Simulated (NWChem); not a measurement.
System: C2H6BeO; SMILES [Be]([O]C)[CH3]

```xyz
10

Be    -0.4064     0.2910     0.5054
C     -1.3658     0.9627     1.7067
H     -1.5410     0.2571     2.5374
H     -2.3589     1.2618     1.3288
H     -0.9088     1.8655     2.1481
O      0.3929    -0.2709    -0.4918
C      1.1766    -0.8293    -1.4702
H      1.5172    -0.0688    -2.1956
H      2.0757    -1.3074    -1.0415
H      0.6246    -1.6029    -2.0340
```
Atoms are numbered in this order, from 1.

Coordinates come from a PBE0/def2-SVP optimisation.

**Question.** List the 4 lowest vertical singlet excitations from B3LYP/def2-SVPD, TDA (NWChem).

**Answer.** 
| state | energy (eV) | oscillator strength | leading excitation (squared amplitude) |
|---|---|---|---|
| S1 | 7.01 | 0.001 | HOMO → LUMO (0.93) |
| S2 | 7.01 | 0.001 | HOMO−1 → LUMO (0.93) |
| S3 | 7.19 | 0.099 | HOMO−2 → LUMO (0.96) |
| S4 | 7.49 | 0.000 | HOMO−1 → LUMO+1 (0.29) |
